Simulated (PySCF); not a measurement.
PBE0 on P⁺ (phosphorus, charge +1)

Configuration: [Ne] 3s2 3p2, high-spin 3P determinant. Calculation: PySCF 2.14, in aug-cc-pV(D+d)Z (5s4p3d, 32 functions); no relativity, point nucleus.

```json
{"Total energy": "-340.7461 hartree", "One-electron energy": "-465.7542 hartree", "Hartree (Coulomb) energy": "147.7540 hartree", "Exchange-correlation energy": "-22.7459 hartree", "Kinetic energy": "340.04269 hartree", "⟨S²⟩": "2.0047", "⟨L²⟩": "2.016", "Sum of ⟨r⟩": "12.07 bohr", "Sum of ⟨r²⟩": "20.77 bohr²", "Traceless quadrupole moment −½Σ⟨3z² − r²⟩ along its main axis": "2.01 e·bohr²", "Density at the nucleus (Gaussians lack the cusp)": "2130 bohr⁻³", "Spin density at the nucleus": "0.0556 bohr⁻³", "Langevin diamagnetic susceptibility": "-16.5 ×10⁻⁶ cm³/mol", "Time after the integrals": "0.22 s of wall time on 1 thread of Intel(R) Xeon(R) Platinum 8375C CPU @ 2.90GHz (shared host)"}
```

| shell | electrons | mean orbital energy (hartree) | spread (hartree) | rms radius, mean of both spins (bohr) |
| --- | --- | --- | --- | --- |
| 1s α | 1 | -77.68610 | 0 | 0.120 |
| 1s β | 1 | -77.67605 | 0 | 0.120 |
| 2s α | 1 | -7.05744 | 0 | 0.566 |
| 2s β | 1 | -7.04632 | 0 | 0.566 |
| 2p α | 3 | -5.19462 | 0.00404 | 0.543 |
| 2p β | 3 | -5.17795 | 0.02054 | 0.543 |
| 3s α | 1 | -0.95213 | 0 | 1.97 |
| 3s β | 1 | -0.84992 | 0 | 1.97 |
| 3p α | 2 | -0.60037 | 0 | 2.30 |
